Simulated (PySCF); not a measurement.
Bond length, frequency and bond energy of CaC⁺ by level of theory

State: ⁴Σ⁻ (quartet), unpaired electrons σ ↑, π ↑↑. Set-up: basis Ca def2-SVP, C def2-SVP; no relativity; PySCF 2.14. De refers to Ca⁺ + C in their high-spin ground configurations, without counterpoise correction. The functionals are run spin-unrestricted. A positive dipole points towards C; it is taken about the centre of mass and depends on that origin.

| Level | Re (Å) | ωe (cm⁻¹) | De (eV) | μ (D) |
| --- | --- | --- | --- | --- |
| UHF | 2.228 | 587 | 1.57 | -8.80 |
| UHF-MP2 | 2.210 | 574 | 1.92 | n/a |
| UHF-SCS-MP2 | 2.212 | 575 | 1.70 | n/a |
| UHF-CCSD | 2.216 | 565 | 1.81 | n/a |
| UHF-CCSD(T) | 2.217 | 561 | 1.85 | n/a |
| PBE | 2.172 | 569 | 2.99 | -6.42 |
| revPBE | 2.184 | 559 | 2.87 | -6.48 |
| r²SCAN | 2.176 | 585 | 3.00 | -7.00 |
| TPSSh | 2.175 | 587 | 2.90 | -6.92 |
| r²SCANh | 2.173 | 591 | 2.89 | -7.17 |
| PBE0 | 2.164 | 593 | 2.72 | -7.07 |
| CAM-B3LYP | 2.164 | 597 | 2.43 | -7.25 |

Q: Which functional lies closest to UHF-CCSD(T) in De, which farthest, and by how much do they differ from it?

A: Closest is CAM-B3LYP (-5.3 pm in Re, +6.4 % in ωe, +0.58 eV in De against UHF-CCSD(T) in the same basis), farthest r²SCAN (-4.1 pm in Re, +4.3 % in ωe, +1.15 eV in De). CCSD(T) converges more slowly with the basis than the functionals do and binds too weakly in this one, so the order can change at the basis-set limit.

Q: What does a quarter of exact exchange do here, going from PBE to PBE0?

A: PBE0 less PBE: -0.8 pm in Re, +4.2 % in ωe, -0.27 eV in De. Exact exchange removes part of the self-interaction that spreads semilocal densities, and in most molecules shortens and stiffens the bond and lowers De; so it does here.

Q: What does the step from GGA to meta-GGA do here, going from PBE to r²SCAN?

A: r²SCAN less PBE: +0.4 pm in Re, +2.8 % in ωe, +0.01 eV in De. 

Correlated steps freeze 6 core orbitals. Correlated levels converge slowly with the basis: in double zeta they bind strong bonds too weakly, by up to about 1 eV, and carry superposition errors of some tenths. For an ion De counts to the pair picked by the measured ionisation energies or electron affinities, which need not be the lowest pair at this level. The state was picked by a PBE0 search and need not be the measured ground state.

The whole job (state search and all levels along the bond) took about 0.97 min on 1 thread of Intel Xeon Platinum 8488C (shared host), peak memory 0.45 GiB.
